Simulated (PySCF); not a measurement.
These are B3LYP-D3(BJ)/def2-TZVP // PBE0-D4/def2-TZVP in PySCF values and carry that method's errors. Gas-phase values, no solvent. One relaxed conformer stands for a flexible species; it need not be the lowest. B3LYP has the VWN-RPA correlation part, as in Gaussian. Delta-SCF ions had no search for a lower state. Excitations are Tamm–Dancoff values on a coarser integration grid. The basis has no diffuse functions, so Rydberg states are missing or too high.

Reference species (SMILES): `B1CC1` (neutral, multiplicity 1).

The S1 oscillator strength comes out as 0.000 and the vertical ionisation energy (Delta-SCF) is 9.88 eV. The S1 excitation (TDA) comes out as 4.13 eV and the T1 excitation (TDA) is 3.51 eV.

Changed species: `C=CB`.

Q: Predict the effect on the S1 oscillator strength, vertical ionisation energy (Delta-SCF), S1 excitation (TDA) and T1 excitation (TDA).

A: the S1 oscillator strength hardly moves; the vertical ionisation energy (Delta-SCF) rises by 1.04 eV, to 10.92 eV; the S1 excitation (TDA) goes up by 1.15 eV, to 5.28 eV; the T1 excitation (TDA) rises by 0.14 eV, to 3.65 eV.
